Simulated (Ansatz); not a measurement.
Reaction (substitution at a C–Si bond): `O[SiH2][CH2][SnH3]` + CH₃SH → `CS[CH2][SnH3]` + silanol

Program: Ansatz. Geometries: PBE0-D4/def2-TZVP. ΔE: electronic, gas phase. CCSD(T)/CBS is the MP2 limit (def2-TZVPP, def2-QZVPP) plus CCSD(T) − MP2 in def2-TZVPP, frozen cores. This one scheme is used for every species. DFT in def2-TZVPP. def2 core potentials past Kr. For Sn outer-core shells are correlated without core-valence functions, which leaves a few kJ/mol of doubt a bond. Each species was taken in one conformer, which may not be the lowest.

`O[SiH2][CH2][SnH3]`:

```xyz
12

O     0.865    0.090   -2.081
Si   -0.401    0.794   -1.291
C    -0.991   -0.248    0.130
Sn    0.545   -0.612    1.588
H     1.675   -0.038   -1.584
H    -0.017    2.134   -0.756
H    -1.447    0.961   -2.330
H    -1.819    0.246    0.647
H    -1.348   -1.217   -0.228
H     2.076   -0.543    0.816
H     0.499    0.589    2.800
H     0.362   -2.157    2.289
```

CH₃SH:

```xyz
6

C    -0.398   -0.015    0.287
S     1.375    0.024   -0.056
H    -0.896    0.882   -0.077
H    -0.496   -0.051    1.372
H    -0.867   -0.905   -0.133
H     1.283    0.065   -1.394
```

`CS[CH2][SnH3]`:

```xyz
12

C     1.001    0.651    2.106
S    -0.341   -0.148    1.214
C     0.189    0.092   -0.477
Sn   -1.247   -0.783   -1.826
H     0.773    0.568    3.170
H     1.073    1.708    1.842
H     1.953    0.155    1.909
H     1.155   -0.386   -0.659
H     0.270    1.156   -0.717
H    -1.371   -2.456   -1.524
H    -2.763   -0.032   -1.616
H    -0.692   -0.525   -3.421
```

`O[SiH3]`:

Cartesian coordinates in Å:
```
O 1.138 0.056 -0.587
Si -0.241 -0.004 0.314
H 1.052 0.011 -1.539
H -1.155 1.127 -0.005
H 0.193 0.083 1.727
H -0.988 -1.272 0.091
```

Question: Is it downhill or uphill in electronic energy at CCSD(T)/CBS, and by how much? (Best estimate.)

Answer: Computed: Uphill: ΔE = +0.63 eV.

Question: What do these levels give: r2SCAN-D4, PBE0-D4, PBE0, CCSD/def2-TZVPP, HF/def2-QZVPP, SCS-MP2/def2-QZVPP? (Best estimate.)

Answer: Computed: r2SCAN-D4 0.64, PBE0-D4 0.63, PBE0 0.62, CCSD/def2-TZVPP 0.65, HF/def2-QZVPP 0.60, SCS-MP2/def2-QZVPP 0.59 eV.

Largest T1 diagnostic among the species: 0.012.
